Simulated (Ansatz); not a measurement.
Start from `O[BH][AlH2]` and change one atom or group to get `O[BH][GeH3]`.

Ansatz, PBE0-D4/def2-TZVP geometries, multiplicity 1. Each molecule was computed in one conformer, which needn't be the lowest.

Scalar relativity is left out up to krypton.

```tsv
property	`O[BH][AlH2]`
LUMO energy (PBE0/def2-TZVPP) / eV	-1.53
size of the dipole moment (PBE/def2-TZVPP) / D	2.16
LUMO energy (B3LYP/def2-TZVPP) / eV	-1.74
size of the dipole moment (ωB97M-V/def2-TZVPP) / D	2.15
HOMO energy (B3LYP/def2-TZVPP) / eV	-6.83
HOMO–LUMO gap (B3LYP/def2-TZVPP) / eV	5.08
```

**Question.** Give the same properties after the change, and the shifts. (An estimate is asked.)

**Answer.** The calculation gave: 
```json
{"property": "LUMO energy (PBE0/def2-TZVPP) / eV", "`O[BH][GeH3]`": "-0.99", "shift": "0.54"}
{"property": "size of the dipole moment (PBE/def2-TZVPP) / D", "`O[BH][GeH3]`": "2.29", "shift": "0.13"}
{"property": "LUMO energy (B3LYP/def2-TZVPP) / eV", "`O[BH][GeH3]`": "-1.21", "shift": "0.53"}
{"property": "size of the dipole moment (ωB97M-V/def2-TZVPP) / D", "`O[BH][GeH3]`": "2.33", "shift": "0.18"}
{"property": "HOMO energy (B3LYP/def2-TZVPP) / eV", "`O[BH][GeH3]`": "-7.64", "shift": "-0.81"}
{"property": "HOMO–LUMO gap (B3LYP/def2-TZVPP) / eV", "`O[BH][GeH3]`": "6.44", "shift": "1.36"}
```

With PBE0 the HOMO falls by 0.83 eV and the LUMO rises by 0.54 eV, so the gap widens by about 1.37 eV. PBE moves the HOMO by -0.77 eV and ωB97M-V by -0.86 eV. The zero-point energy changes by 27.3 kJ/mol with +3 modes. Dipoles are sizes alone; their direction can turn.

B3LYP here is the variant with VWN-RPA as its local correlation; programs differ in this.
